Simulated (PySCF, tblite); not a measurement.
Isomers of C3H11NO2Si3. Method: GFN2-xTB as coded in tblite; computed harmonic values from a numerical Hessian at the method's own geometry, unscaled. The method is semi-empirical: single wavenumbers can be off by several per cent or more. Modes of hydrogen on silicon can be 10 to 20 % off. One conformer each.

Electronic energies: PBE0/pcSseg-1 single points on the GFN2-xTB geometries (PySCF, gas phase).

| SMILES | electronic energy, lowest = 0 (kcal/mol) |
| --- | --- |
| CCO[Si@H](O)[SiH2][SiH2]C#N | 34.8 |
| CN[SiH2]C(=O)[SiH2]C(=O)[SiH3] | 116.8 |
| C/N=C/[C@@H]1[SiH2]O[Si@@H]1O[SiH3] | 0.0 |
| C=C[Si@@H](C=O)N([SiH3])[SiH2]O | 42.3 |

Problem. How do GFN2-xTB zero-point energies change the relative energies?

Solution. 
| SMILES | ZPE (kcal/mol) | of it from modes above 1550 cm⁻¹ | electronic (kcal/mol) | with ZPE, lowest = 0 (kcal/mol) | lowest mode (cm⁻¹) | rings |
| --- | --- | --- | --- | --- | --- | --- |
| C/N=C/[C@@H]1[SiH2]O[Si@@H]1O[SiH3] | 83.3 | 43.2 | 0.0 | 0.0 | 36 | 1 |
| CCO[Si@H](O)[SiH2][SiH2]C#N | 83.3 | 45.5 | 34.8 | 34.9 | 27 | 0 |
| C=C[Si@@H](C=O)N([SiH3])[SiH2]O | 81.0 | 46.4 | 42.3 | 40.0 | 27 | 0 |
| CN[SiH2]C(=O)[SiH2]C(=O)[SiH3] | 80.1 | 45.0 | 116.8 | 113.6 | 15 | 0 |

The zero-point energies span 3.2 kcal/mol, from `CN[SiH2]C(=O)[SiH2]C(=O)[SiH3]` to `CCO[Si@H](O)[SiH2][SiH2]C#N`. The order is unchanged.

Problem. And how do the electronic energies of GFN2-xTB itself compare?

Solution. `C/N=C/[C@@H]1[SiH2]O[Si@@H]1O[SiH3]` 0.0; `CCO[Si@H](O)[SiH2][SiH2]C#N` 82.5; `C=C[Si@@H](C=O)N([SiH3])[SiH2]O` 76.6; `CN[SiH2]C(=O)[SiH2]C(=O)[SiH3]` 145.4 kcal/mol, lowest = 0. Against the energies above, taken from the same isomer `C/N=C/[C@@H]1[SiH2]O[Si@@H]1O[SiH3]`, the largest difference is 47.7 kcal/mol.

Problem. What do entropy and thermal enthalpy add at 298.15 K and 1 bar (rigid rotor, harmonic oscillator, one conformer each)?

Solution. 
```
                             SMILES  point group  symmetry number  S (cal/(mol K))  H − H(0) (kcal/mol)  ZPE + H − H(0) − TS (kcal/mol)
C/N=C/[C@@H]1[SiH2]O[Si@@H]1O[SiH3]           C1                1            114.9                 8.95                            58.0
        CCO[Si@H](O)[SiH2][SiH2]C#N           C1                1            124.8                 9.96                            56.1
    C=C[Si@@H](C=O)N([SiH3])[SiH2]O           C1                1            120.2                 9.61                            54.8
```

Not tabulated: `CN[SiH2]C(=O)[SiH2]C(=O)[SiH3]` (lowest mode only 15 cm⁻¹).
